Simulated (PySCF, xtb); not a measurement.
CH3IOSe, SMILES CO[Se]I. The values are those of a single conformer.

Harmonic wavenumbers (cm⁻¹) from GFN2-xTB run with xtb 6.7.1 at its own minimum, in rising order: 78, 136, 215, 266, 289, 525, 1012, 1128, 1133, 1408, 1464, 1472, 2933, 2955, 3006.

Q: What does B3LYP-D3(BJ)/def2-SVP in PySCF 2.14.0 give at its own minimum? (The exact figures need the calculation; the answer reports its results.)

A: 88, 137, 208, 248, 328, 608, 1050, 1163, 1179, 1445, 1452, 1474, 3004, 3088, 3126. Paired by order, the mean absolute difference is 43 cm⁻¹ and the zero-point energies are 25.8 and 26.6 kcal/mol.
